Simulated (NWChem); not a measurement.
All runs are NWChem calculations. System: OSn, charge 0, spin multiplicity 1, displaced from the optimised geometry.

Input file:

```
start mol
memory heap 100 mb stack 700 mb global 1900 mb
geometry units angstroms nocenter noautoz noautosym
  Sn     0.000000     0.000000     1.632333
  O      0.000000     0.000000    -1.584789
end
basis spherical
  * library def2-svp
end
ecp
  Sn library def2-ecp
end
scf
  rhf
  nopen 0
  maxiter 100
  thresh 1e-7
  semidirect memsize 60000000 filesize 0
end
ccsd
  freeze core 5
  maxiter 60
end
task ccsd(t) energy
```

The output up to the point where the run's verdict is printed (cleaned and shortened):

```
             Northwest Computational Chemistry Package (NWChem) 7.3.0
             --------------------------------------------------------

                                NWChem Input Module
                                -------------------

 Scaling coordinates for geometry "geometry" by  1.889725989
 (inverse scale =  0.529177249)

                             Geometry "geometry" -> ""
                             -------------------------

 Output coordinates in angstroms (scale by  1.889725989 to convert to a.u.)

  No.       Tag          Charge          X              Y              Z
 ---- ---------------- ---------- -------------- -------------- --------------
    1 Sn                  50.0000     0.00000000     0.00000000     1.63233300
    2 O                    8.0000     0.00000000     0.00000000    -1.58478900

 Effective nuclear repulsion energy (a.u.)      65.7951111583

            Nuclear Dipole moment (a.u.)
            ----------------------------
        X                 Y               Z
 ---------------- ---------------- ----------------
     0.0000000000     0.0000000000   130.2745689281


 Summary of "ao basis" -> "" (spherical)
 ------------------------------------------------------------------------------
       Tag                 Description            Shells   Functions and Types
 ---------------- ------------------------------  ------  ---------------------
 *                          def2-svp                  on all atoms

 Summary of "ao basis" -> "ao basis" (spherical)
 ------------------------------------------------------------------------------
       Tag                 Description            Shells   Functions and Types
 ---------------- ------------------------------  ------  ---------------------
 Sn                         def2-svp                10       26   4s4p2d
 O                          def2-svp                 6       14   3s2p1d

                                 NWChem SCF Module
                                 -----------------

  ao basis        = "ao basis"
  functions       =    40
  atoms           =     2
[...]
  29     -0.2462605030  1.627D-06  1.881D-04     0.26     0.00     0.24
  30     -0.2462522335  8.270D-06  1.383D-04     0.26     0.00     0.25
  31     -0.2462475394  4.694D-06  7.160D-05     0.26     0.00     0.24
  32     -0.2462404828  7.057D-06  1.715D-04     0.27     0.00     0.25
  33     -0.2462370802  3.403D-06  1.341D-04     0.26     0.00     0.25
  34     -0.2462353941  1.686D-06  1.390D-04     0.26     0.00     0.24
  35     -0.2462325225  2.872D-06  1.431D-04     0.26     0.00     0.24
  36     -0.2462366032 -4.081D-06  1.426D-04     0.27     0.00     0.25
  37     -0.2462373623 -7.592D-07  1.446D-04     0.26     0.00     0.24
  38     -0.2462337966  3.566D-06  1.371D-04     0.26     0.00     0.25
  39     -0.2462274299  6.367D-06  1.183D-04     0.26     0.00     0.24
  40     -0.2462203343  7.096D-06  9.649D-05     0.26     0.00     0.24
  41     -0.2462114633  8.871D-06  5.605D-05     0.26     0.00     0.24
  42     -0.2462090778  2.386D-06  6.495D-05     0.26     0.00     0.24
  43     -0.2462077043  1.373D-06  6.013D-05     0.26     0.00     0.24
  44     -0.2462075683  1.360D-07  5.759D-05     0.26     0.00     0.24
  45     -0.2462084829 -9.146D-07  5.713D-05     0.27     0.00     0.25
  46     -0.2462090884 -6.055D-07  5.356D-05     0.26     0.00     0.24
  47     -0.2462096399 -5.514D-07  5.558D-05     0.26     0.00     0.25
  48     -0.2462099241 -2.842D-07  5.648D-05     0.26     0.00     0.24
  49     -0.2462108677 -9.436D-07  5.403D-05     0.26     0.00     0.25
  50     -0.2462099052  9.624D-07  5.330D-05     0.26     0.00     0.24
  51     -0.2462097158  1.895D-07  5.207D-05     0.26     0.00     0.25
  52     -0.2462089844  7.314D-07  4.242D-05     0.28     0.00     0.26
  53     -0.2462080855  8.989D-07  2.722D-05     0.26     0.00     0.24
  54     -0.2462079322  1.533D-07  2.311D-05     0.26     0.00     0.24
  55     -0.2462067796  1.153D-06  1.730D-05     0.26     0.00     0.25
  56     -0.2462057531  1.026D-06  3.333D-05     0.26     0.00     0.25
  57     -0.2462042412  1.512D-06  1.204D-05     0.27     0.00     0.26
  58     -0.2462029524  1.289D-06  8.847D-06     0.27     0.00     0.25
  59     -0.2462030244 -7.200D-08  1.883D-05     0.26     0.00     0.24
  60     -0.2462026501  3.743D-07  1.913D-05     0.26     0.00     0.24
                  ****maximum iterations exceeded****
-------------------------------------------------------------------------

 -----------
 CCSD Energy
 -----------
 Reference energy:            -287.896529401495911
 CCSD corr. energy:             -0.246202650080208
 Total CCSD energy:           -288.142732051576104

 --------------------------------
 Spin Component Scaled (SCS) CCSD
 --------------------------------
 Same spin contribution:                 -0.043585732494530
 Same spin scaling factor:                1.130000000000000
 Opposite spin contribution:             -0.202616917585677
 Opposite spin scaling fact.:             1.270000000000000
 SCS-CCSD correlation energy:            -0.306575363052630
 Total SCS-CCSD energy:                -288.203104764548527

 routine      calls  cpu(0)   cpu-min  cpu-ave  cpu-max   i/o
 aoccsd          1     0.00     0.00     0.00     0.00    0.00
 iterdrv         1     0.02     0.02     0.02     0.02    0.00
 pampt          60     0.07     0.07     0.07     0.07    0.00
 t2pm           60     0.13     0.13     0.13     0.13    0.00
 sxy            60     0.12     0.12     0.12     0.12    0.00
 ints      1081800    12.58    12.58    12.58    12.58    0.00
 t2eri        8160     1.52     1.52     1.52     1.52    0.00
 idx2         8160     0.35     0.35     0.35     0.35    0.00
 idx34          60     0.07     0.07     0.07     0.07    0.00
 ht2pm          60     0.17     0.17     0.17     0.17    0.00
 itm            60     0.59     0.59     0.59     0.59    0.00
 pdiis          60     0.02     0.02     0.02     0.02    0.00
 Total                15.64    15.64    15.64    15.64    0.00
```

The program stopped with an error. NWChem stopped with the message: ccsd(t) energy failed.
